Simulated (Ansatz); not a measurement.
`C[Si](N)(F)Cl` + H₂ → `C[SiH](N)Cl` + H–F  (hydrogenolysis of the Si–F bond)

Isolated molecules relaxed with PBE0-D4/def2-TZVP in Ansatz; ΔE leaves out vibrations. CCSD(T)/CBS is the MP2 limit (def2-TZVPP, def2-QZVPP) plus CCSD(T) − MP2 in def2-TZVPP, frozen cores. This one scheme is used for every species. DFT in def2-TZVPP. B3LYP here is the variant with VWN-RPA as its local correlation; programs differ in this. Each species was taken in one conformer, which may not be the lowest.

Question: Is it downhill or uphill in electronic energy at CCSD(T)/CBS, and by how much? (An estimate is asked.)

Answer: Ansatz gave: Uphill: ΔE = +132.5 kJ/mol.

Question: What do these levels give: PBE0-D4, B3LYP-D4, r2SCANh-D4, PBE, LC-ωPBE, CCSD/CBS(def2)? (Best estimate.)

Answer: Computed: PBE0-D4 127.3, B3LYP-D4 136.7, r2SCANh-D4 140.8, PBE 125.3, LC-ωPBE 131.3, CCSD/CBS(def2) 131.5 kJ/mol.

Largest T1 diagnostic among the species: 0.010.

From BLYP to BHLYP (50 % exact exchange), in def2-TZVPP and without D4, ΔE moves by +3.5 kJ/mol. The D4 term adds +3.9 kJ/mol with B3LYP and +2.0 kJ/mol with PBE0; it sums over pairs of atoms, weighted by their polarisabilities, and B3LYP, whose exchange is more repulsive, gets the larger term. Leaving LDA and LC-ωPBE aside and taking each functional with its dispersion term where it has one, the values, not all of them listed here, spread over 16.4 kJ/mol, from HSE06-D4 to B97M-V. LDA lies +5.6 kJ/mol from PBE without D4.
